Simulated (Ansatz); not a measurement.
`OP[SiH2][GaH2]`, relaxed with RKS PBE0-D4/def2-TZVP in Ansatz from a GFN2-xTB geometry. The force threshold is 0.005 eV/Å; the program also tests the step.

Charge 0, multiplicity 1.

Start:

```xyz
10

O    -0.352    0.256   -1.359
P    -0.182   -1.436   -0.971
Si    0.649   -0.799    1.073
Ga    0.110    1.481    0.446
H    -0.537    0.425   -2.292
H    -1.490   -1.573   -0.496
H     2.028   -1.334    1.036
H    -0.059   -1.665    2.041
H    -1.311    2.138    0.691
H     1.144    2.507   -0.170
```

```
         step  energy (eV)  largest force (eV/Å)  largest move (Å)
            1  -71674.8727                 0.707             0.000
            2  -71674.9692                 0.331             0.194
            3  -71674.9977                 0.230             0.069
            4  -71675.0031                 0.121             0.017
            5  -71675.0057                 0.203             0.030
 6 (rejected)  -71674.9955                 0.948             0.136
            7  -71675.0125                 0.043             0.068
 8 (rejected)  -71674.9993                 0.853             0.100
            9  -71675.0144                 0.052             0.050
10 (rejected)  -71675.0140                 0.103             0.049
           11  -71675.0157                 0.021             0.025
           12  -71675.0161                 0.011             0.025
           13  -71675.0162                 0.014             0.019
           14  -71675.0162                 0.011             0.006
           15  -71675.0163                 0.007             0.001
           16  -71675.0163                 0.005             0.004
           17  -71675.0163                 0.002             0.003
```

End:

```xyz
10

O    -0.574    0.281   -1.349
P    -0.178   -1.372   -1.034
Si    0.636   -0.815    1.030
Ga    0.079    1.462    0.379
H    -0.380    0.524   -2.259
H    -1.466   -1.745   -0.563
H     2.061   -1.241    1.110
H    -0.116   -1.540    2.091
H    -1.266    2.103    0.872
H     1.204    2.344   -0.278
```

It took 25 s on 2 threads of an AMD EPYC 7R13 on a shared host and a share of an NVIDIA H100 80 GB, with 0.89 GiB of host memory at the peak.
